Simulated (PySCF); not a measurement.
# Dipole moment and polarisability across levels of theory

Species: C₄H₇B.
SMILES: `BCC#CC`

PySCF, dipoles from the SCF density, polarisabilities from static response with core orbitals frozen. Isolated species at its PBE0-D3(BJ)/def2-SVP geometry (one conformer only).

The anisotropy is √(½[(α1 − α2)² + (α2 − α3)² + (α3 − α1)²]).

```tsv
level	μ (D)	α (Å³)	anisotropy (Å³)
LDA/def2-SVPD	0.702	10.15	7.14
PBE/def2-SVPD	0.641	9.97	7.01
B3LYP/def2-SVPD	0.540	9.63	6.48
PBE0/def2-SVPD	0.553	9.53	6.43
BHandHLYP/def2-SVPD	0.467	9.25	6.00
CAM-B3LYP/def2-SVPD	0.519	9.43	6.11
wB97X-D/def2-SVPD	0.502	9.44	6.07
LC-wPBE/def2-SVPD	0.516	9.14	5.79
HF/def2-SVPD	0.395	8.91	5.51
PBE0/6-31G*	0.547	7.82	6.79
PBE0/def2-SVP	0.568	8.20	6.81
PBE0/def2-TZVP	0.543	9.19	6.69
```

The dipole runs from 0.40 D (HF/def2-SVPD) to 0.70 D (LDA/def2-SVPD). No reference polarisability is at hand; against PBE0 in the largest diffuse basis at hand (def2-SVPD) the other PBE0 rows deviate by 6-31G* -18%, def2-SVP -14%, def2-TZVP -4%. In one basis (def2-SVPD) the functionals order the polarisability from HF (lowest) to LDA (highest), a spread of 14%. With PBE0 the polarisability is 8.40 Å³ without diffuse functions (mean of 6-31G*, def2-SVP and def2-TZVP) and 9.53 Å³ with them (def2-SVPD).
